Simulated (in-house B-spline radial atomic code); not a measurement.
Successive ionisation energies of lutetium; each step leads to the configuration of the next row (after the last: [Ar] 3d10 4s2 4p1/2(1)). Dirac energy differences include first-order Breit, QED and recoil terms. NIST's values go from ground level to ground level; the uncertainty of those that are theory runs from under 0.1 % in few-electron ions to several per cent in heavy many-electron ones. Computed with a radial B-spline atomic code at the basis-set limit: Dirac-Hartree-Fock, jj configuration that fills j = l - 1/2 first, finite nuclei.

A number in brackets counts the electrons of a j subshell.

```csv
ion,configuration,ionisation energy (eV),tabulated value (eV),computed minus tabulated (eV),highest orbital,largest mean radius (bohr)
Lu29+,[Kr] 4d3/2(4) 4d5/2(2),1128.5,1130,-1.5,4d5/2,0.46892
Lu30+,[Kr] 4d3/2(4) 4d5/2(1),1176.9,1178,-1.1,4d5/2,0.46488
Lu31+,[Kr] 4d3/2(4),1242.5,1242,0.5,4d3/2,0.46086
Lu32+,[Kr] 4d3/2(3),1292.6,1292,0.6,4d3/2,0.45791
Lu33+,[Kr] 4d3/2(2),?,?,?,?,?
Lu34+,[Kr] 4d3/2(1),1394.6,1395,-0.4,4d3/2,0.4521
Lu35+,[Ar] 3d10 4s2 4p6,?,?,?,?,?
Lu36+,[Ar] 3d10 4s2 4p1/2(2) 4p3/2(3),?,?,?,?,?
Lu37+,[Ar] 3d10 4s2 4p1/2(2) 4p3/2(2),1694.7,1696,-1.3,4p3/2,0.44355
Lu38+,[Ar] 3d10 4s2 4p1/2(2) 4p3/2(1),1747.0,1747,0.0,4p3/2,0.4409
Lu39+,[Ar] 3d10 4s2 4p1/2(2),1874.6,1875,-0.4,4p1/2,0.42239
```

**Question.** Fill in the row of Lu33+.

**Answer.** ionisation energy (eV): 1343.3; tabulated value (eV): 1345; computed minus tabulated (eV): -1.7; highest orbital: 4d3/2; largest mean radius (bohr): 0.45499.

**Question.** Fill in the row of Lu35+.

**Answer.** ionisation energy (eV): 1591.4; tabulated value (eV): 1591; computed minus tabulated (eV): 0.4; highest orbital: 4p3/2; largest mean radius (bohr): 0.44924.

**Question.** Fill in the row of Lu36+.

**Answer.** ionisation energy (eV): 1642.8; tabulated value (eV): 1641; computed minus tabulated (eV): 1.8; highest orbital: 4p3/2; largest mean radius (bohr): 0.44625.
